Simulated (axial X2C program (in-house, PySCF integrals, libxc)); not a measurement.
# CCSD(T) spin-free against experiment

Calculated with an axial X2C code built on PySCF integrals, spin-free (one-electron X2C) or two-component (2c: spin–orbit coupling with atomic mean-field Coulomb and Gaunt terms, which also bring small scalar terms), in Dyall basis sets with cores contracted in-house; open shells are unrestricted.

Dyall triple-zeta sets (v3z, cv3z or av3z by atom and run). Coupled cluster in natural virtuals with an MP2 remainder.

Measured values: Huber and Herzberg, Constants of Diatomic Molecules (1979). Errors are computed minus measured. MP2 and coupled cluster freeze inner shells, in many runs the outer core of a metal too (1s of Li among them), which lengthens bonds; no counterpoise correction.

```json
{"molecule": "NH", "state": "3Σ-", "measured Re (Å)": "1.03621", "measured ωe (cm⁻¹)": "3282.27"}
{"molecule": "NO⁺", "state": "1Σ+", "measured Re (Å)": "1.06322", "measured ωe (cm⁻¹)": "2376.42"}
{"molecule": "N₂", "state": "1Σg+", "measured Re (Å)": "1.09769", "measured ωe (cm⁻¹)": "2358.57"}
{"molecule": "BH", "state": "1Σ+", "measured Re (Å)": "1.2324", "measured ωe (cm⁻¹)": "2366.9"}
{"molecule": "CS", "state": "1Σ+", "measured Re (Å)": "1.53494", "measured ωe (cm⁻¹)": "1285.08"}
{"molecule": "LiH", "state": "1Σ+", "measured Re (Å)": "1.5957", "measured ωe (cm⁻¹)": "1405.65"}
{"molecule": "HI", "state": "1Σ+", "measured Re (Å)": "1.60916", "measured ωe (cm⁻¹)": "2309.01"}
{"molecule": "NbO", "state": "4Σ-", "measured Re (Å)": "1.6909", "measured ωe (cm⁻¹)": "989"}
{"molecule": "MgH", "state": "2Σ+", "measured Re (Å)": "1.7297", "measured ωe (cm⁻¹)": "1495.2"}
{"molecule": "NaH", "state": "1Σ+", "measured Re (Å)": "1.8874", "measured ωe (cm⁻¹)": "1172.2"}
{"molecule": "P₂", "state": "1Σg+", "measured Re (Å)": "1.8934", "measured ωe (cm⁻¹)": "780.77"}
{"molecule": "PbO", "state": "1Σ+", "measured Re (Å)": "1.92181", "measured ωe (cm⁻¹)": "721"}
{"molecule": "GeS", "state": "1Σ+", "measured Re (Å)": "2.01209", "measured ωe (cm⁻¹)": "575.8"}
{"molecule": "AlCl", "state": "1Σ+", "measured Re (Å)": "2.13011", "measured ωe (cm⁻¹)": "481.3"}
{"molecule": "BrCl", "state": "1Σ+", "measured Re (Å)": "2.13606", "measured ωe (cm⁻¹)": "444.276"}
{"molecule": "SnS", "state": "1Σ+", "measured Re (Å)": "2.20903", "measured ωe (cm⁻¹)": "487.26"}
{"molecule": "Br₂", "state": "1Σg+", "measured Re (Å)": "2.28105", "measured ωe (cm⁻¹)": "325.321"}
{"molecule": "CaS", "state": "1Σ+", "measured Re (Å)": "2.3178", "measured ωe (cm⁻¹)": "462.23"}
{"molecule": "GeTe", "state": "1Σ+", "measured Re (Å)": "2.34016", "measured ωe (cm⁻¹)": "323.9"}
{"molecule": "LiI", "state": "1Σ+", "measured Re (Å)": "2.39192", "measured ωe (cm⁻¹)": "498.16"}
{"molecule": "SrS", "state": "1Σ+", "measured Re (Å)": "2.4405", "measured ωe (cm⁻¹)": "388.38"}
{"molecule": "TlCl", "state": "1Σ+", "measured Re (Å)": "2.48483", "measured ωe (cm⁻¹)": "n/a"}
{"molecule": "AlI", "state": "1Σ+", "measured Re (Å)": "2.5371", "measured ωe (cm⁻¹)": "316.1"}
{"molecule": "Li₂", "state": "1Σg+", "measured Re (Å)": "2.6729", "measured ωe (cm⁻¹)": "351.43"}
```

CCSD(T) spin-free gives:

```
molecule  correlated electrons  Re (Å)  ωe (cm⁻¹)
      NH                     6   1.040     3263.9
     NO⁺                    10   1.068     2357.4
      N₂                    10   1.103     2341.6
      BH                     4   1.236     2348.5
      CS                    10   1.548     1271.9
     LiH                     2   1.606     1396.0
      HI                     8   1.612     2322.5
     NbO                    11   1.692     1006.8
     MgH                     3   1.739     1489.4
     NaH                    10   1.885     1181.3
      P₂                    10   1.916      769.8
     PbO                    10   1.937      729.4
     GeS                    10   2.035      562.3
    AlCl                    10   2.158      472.9
    BrCl                    14   2.162      432.7
     SnS                    10   2.239      476.1
     Br₂                    14   2.303      318.5
     CaS                     8   2.388      429.2
    GeTe                    10   2.369      317.4
     LiI                     8   2.422      486.0
     SrS                     8   2.502      366.3
    TlCl                    20   2.518      275.6
     AlI                    10   2.558      317.4
     Li₂                     2   2.706      344.9
```

Work out the errors, computed minus measured.



```tsv
molecule	error of Re (Å)	error of ωe (%)
NH	0.004	-0.6
NO⁺	0.005	-0.8
N₂	0.005	-0.7
BH	0.004	-0.8
CS	0.013	-1.0
LiH	0.010	-0.7
HI	0.003	0.6
NbO	0.001	1.8
MgH	0.009	-0.4
NaH	-0.002	0.8
P₂	0.023	-1.4
PbO	0.015	1.2
GeS	0.023	-2.3
AlCl	0.028	-1.7
BrCl	0.026	-2.6
SnS	0.030	-2.3
Br₂	0.022	-2.1
CaS	0.070	-7.1
GeTe	0.029	-2.0
LiI	0.030	-2.4
SrS	0.061	-5.7
TlCl	0.033	n/a
AlI	0.021	0.4
Li₂	0.033	-1.9
```

What are the mean, mean absolute and worst errors of Re over these?

Mean 0.021 Å, mean absolute 0.021 Å, worst 0.070 (CaS).
